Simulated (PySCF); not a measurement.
Species: CH6Cl2GaN.
SMILES with atom numbers: `[NH3+:1][GaH2-:2][CH:3]([Cl:4])[Cl:5]` (hydrogens: H6, H7, H8 on N1; H9, H10 on Ga2; H11 on C3)

Computed with PBE0-D3(BJ)/def2-SVP geometry optimisation, gas phase in PySCF.

Task: List the bond lengths, angles and torsions at this level.

Result: 
```tsv
bond	length (Å)
N1–Ga2	2.123
Ga2–C3	2.028
C3–Cl4	1.784
C3–Cl5	1.813
N1–H6, N1–H7, N1–H8	1.022
Ga2–H9, Ga2–H10	1.573
C3–H11	1.097
```

Bonds in one row agree within 0.01 Å and their mean is given. A selection of angles:
```tsv
angle	degrees
Ga2–N1–H6	114.7
Ga2–N1–H7	104.3
Ga2–N1–H8	112.8
H6–N1–H7	108.3
N1–Ga2–C3	96.0
N1–Ga2–H9	100.5
N1–Ga2–H10	102.8
C3–Ga2–H9	113.2
C3–Ga2–H10	114.8
H9–Ga2–H10	123.3
Ga2–C3–Cl4	108.4
Ga2–C3–Cl5	111.3
Ga2–C3–H11	116.2
Cl4–C3–Cl5	110.5
Cl4–C3–H11	105.8
```

Torsions: N1–Ga2–C3–Cl4 -159° (antiperiplanar). The mirror-image conformer, all signs reversed, is as good.

Ga2 (gallium bonded to C, N and 2 H) has angles from 96.0° to 123.3°. Of the pairs four or more bonds apart, Cl5···H7 is among the closest relative to their van der Waals radii: 2.41 Å, 82 % of the sum of Bondi's values. The C–Cl distances run from 1.784 Å (C3–Cl4, drawn single) to 1.813 Å (C3–Cl5, drawn single), a spread of 0.029 Å. N1 (nitrogen bonded to Ga and 3 H) is distorted tetrahedral (angles from 104.3° to 114.7°).

Point group: C1 (no symmetry element, even within 0.4 Å). Stationary, but not proved a minimum. The numbers are those of one conformer.
